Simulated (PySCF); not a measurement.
Mapped SMILES: `[CH3:1][O:2][BH:3][PH2:4]` (H(Xn): hydrogen on atom n).

Geometry: PBE0-D3(BJ)/def2-SVP; GIAO shifts from PySCF, gas phase, non-relativistic, averaged over equivalent atoms.

At PBE0/6-31G* (72 basis functions, 4.7 s wall time on 1 thread of an Arm Neoverse V1, shared host):
| atoms | δ (ppm) |
| --- | --- |
| C1 | 54.9 |
| O2 | 174.3 |
| B3 | 52.6 |
| P4 | -194.0 |
| H(B3) | 6.34 |
| H(C1) | 3.79 |
| H(P4) | 2.37 |

Scale: TMS for $^{13}$C (σ = 194.14 ppm), $^{1}$H (σ = 31.96 ppm); H2O for $^{17}$O (σ = 324.18 ppm); $^{11}$B (σ = 112.25 ppm) vs BF3·OEt2; $^{31}$P (σ = 376.23 ppm) against H3PO4 (reference shieldings calculated alike).

Problem. Predict the values at LDA/pcSseg-2 on the same geometry.

Solution. 
| atoms | δ at LDA/pcSseg-2 | change |
| --- | --- | --- |
| C1 | 61.4 | +6.5 |
| O2 | 232.6 | +58.3 |
| B3 | 60.8 | +8.2 |
| P4 | -255.9 | -61.9 |
| H(B3) | 6.59 | +0.25 |
| H(C1) | 3.97 | +0.18 |
| H(P4) | 2.61 | +0.24 |

δ = σ(ref) − σ, references computed at the same level: TMS for $^{13}$C (σ = 180.28 ppm), $^{1}$H (σ = 30.77 ppm); $^{17}$O (σ = 334.37 ppm) vs H2O; $^{11}$B (σ = 90.97 ppm) vs BF3·OEt2; H3PO4 for $^{31}$P (σ = 259.12 ppm).

The largest change is at P4 (phosphorus bonded to B, 2 H). Cost: 235 basis functions, 22 s wall time on 1 thread of an Arm Neoverse V1, shared host.

Experimental scales use liquid or dissolved standards, which lie at an offset from isolated H2O (liquid H2O: subtract about 36 ppm) and H3PO4.
